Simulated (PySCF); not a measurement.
# Continuum solvent and chemical shifts

Atom-mapped SMILES (the numbers label the heavy atoms): `[S:1]=[PH:2]1[CH2:3][c:4]2[cH:5][cH:6][cH:7][cH:8][c:9]2[CH2:10]1`; H(Xn) means a hydrogen on atom n. Ha(C3), Ha(C10) are cis to S1 on the ring; Hb(C3), Hb(C10) are trans to S1 on the ring.

GIAO PBE0/pcSseg-1 in PySCF 2.14.0 with density-fitted response routines on one PBE0-D3(BJ)/def2-SVP conformer, non-relativistic, equivalent nuclei averaged. Solvents enter as an IEF-PCM continuum (acetone with ε = 20.5) around the gas-phase geometry. Shifts are referred to CS2, TMS computed in the same medium.

Gas phase, δ in ppm: S1 -253.3, C4/C9 140.9, C6/C7 133.6, C5/C8 132.4, C3/C10 42.4, H(C6)/H(C7) 7.35, H(C5)/H(C8) 7.33, H(P2) 6.92, Hb(C3)/Hb(C10) 3.03, Ha(C3)/Ha(C10) 2.91. Dipole moment 4.67 D.

Question: How does each δ change in the continuum?

Answer: 
```json
{"atoms": "S1", "environment": "sulfur bonded to P", "Δδ, acetone": "-44.5"}
{"atoms": "C4/C9", "environment": "substituted aromatic carbon", "Δδ, acetone": "+1.7"}
{"atoms": "C6/C7", "environment": "aromatic CH", "Δδ, acetone": "+1.2"}
{"atoms": "C5/C8", "environment": "aromatic CH", "Δδ, acetone": "+1.2"}
{"atoms": "C3/C10", "environment": "sp3 CH2 bonded to P, on an aromatic ring", "Δδ, acetone": "-0.3"}
{"atoms": "H(C6)/H(C7)", "environment": "hydrogen on an aromatic CH", "Δδ, acetone": "+0.20"}
{"atoms": "H(C5)/H(C8)", "environment": "hydrogen on an aromatic CH", "Δδ, acetone": "+0.24"}
{"atoms": "H(P2)", "environment": "hydrogen on a phosphorus bonded to 2 C, S, in a 5-membered ring", "Δδ, acetone": "-0.07"}
{"atoms": "Hb(C3)/Hb(C10)", "environment": "hydrogen on an sp3 CH2 bonded to P, on an aromatic ring", "Δδ, acetone": "+0.35"}
{"atoms": "Ha(C3)/Ha(C10)", "environment": "hydrogen on an sp3 CH2 bonded to P, on an aromatic ring", "Δδ, acetone": "+0.19"}
```

Changes are relative to the gas phase. The dipole moment becomes 6.23 D in acetone.

Question: Which nuclei move most (in ppm), and what does the model miss?

Answer: S1 (sulfur bonded to P, -44.5 ppm) in acetone. A continuum only polarises the solute; specific hydrogen bonds, the anisotropy of aromatic solvents and changes of geometry or conformer are outside it.
